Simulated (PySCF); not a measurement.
I (iodine, neutral): UHF calculation

Configuration: [Kr] 4d10 5s1 5p6, 2S determinant (an excited configuration). Calculation: PySCF 2.14, in x2c-QZVPPall with one added diffuse shell each of s, p, d, f type (14s10p8d5f1g, 128 functions); scalar relativity by spin-free X2C-1e.

```
Total energy                        : -7112.286854 hartree
One-electron energy                 : -9748.4635 hartree
Hartree (Coulomb) energy            : 2816.3686 hartree
Exchange energy                     : -180.1919 hartree
⟨S²⟩                                : 0.7827
⟨L²⟩                                : 0.000
Sum of ⟨r⟩                          : 38.53 bohr
Sum of ⟨r²⟩                         : 64.38 bohr²
Langevin diamagnetic susceptibility : -51.0 ×10⁻⁶ cm³/mol
```

```tsv
shell	electrons	mean orbital energy (hartree)	rms radius, mean of both spins (bohr)
1s α	1	-1225.03485	0.0311
1s β	1	-1225.02741	0.0311
2s α	1	-192.98932	0.127
2s β	1	-192.98286	0.127
2p α	3	-173.09001	0.113
2p β	3	-173.08688	0.113
3s α	1	-40.58165	0.334
3s β	1	-40.56961	0.334
3p α	3	-33.96037	0.335
3p β	3	-33.95399	0.335
3d α	5	-24.00015	0.313
3d β	5	-23.99753	0.313
4s α	1	-7.83340	0.788
4s β	1	-7.80645	0.788
4p α	3	-5.66005	0.844
4p β	3	-5.64660	0.844
4d α	5	-2.37579	0.991
4d β	5	-2.36310	0.991
5s α	1	-0.97783	2.10
5p α	3	-0.45796	2.67
5p β	3	-0.35217	2.67
```

Densities and radii are taken from the X2C orbitals without a picture-change correction, which distorts them close to the nucleus.
